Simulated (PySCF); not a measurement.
Se(OH)(NH2), SMILES [Se](O)N (H3NOSe), B3LYP/def2-SVP optimised geometry.

```
6

Se    -0.85    -1.02     0.00
O     -1.34     0.75     0.00
H     -1.41     1.02     0.93
N      0.96    -1.02     0.00
H      1.41    -0.68     0.85
H      1.40    -0.63    -0.83
```

Density from B3LYP/def2-TZVP (PySCF) at that geometry.

Minimum of the electron density along straight lines between bonded atoms, close to the bond critical point (lines longer than 1.1 times the sum of covalent radii, or with two minima, are not listed):

```tsv
bond	length / Å	ρ at the minimum / e bohr⁻³	∇²ρ there / e bohr⁻⁵	position (fraction from the first atom)
Se1–O2	1.839	0.150	0.14	0.47
O2–H3	0.969	(withheld)	(withheld)	0.80
Se1–N4	1.813	0.172	(withheld)	0.47
N4–H5	1.018	0.333	-1.61	0.74
N4–H6	1.019	0.333	-1.62	0.74
```

Problem. Fill in the missing entries.

Solution. 
- O2–H3, ρ at the minimum / e bohr⁻³: 0.356
- O2–H3, ∇²ρ there / e bohr⁻⁵: -2.34
- Se1–N4, ∇²ρ there / e bohr⁻⁵: 0.07
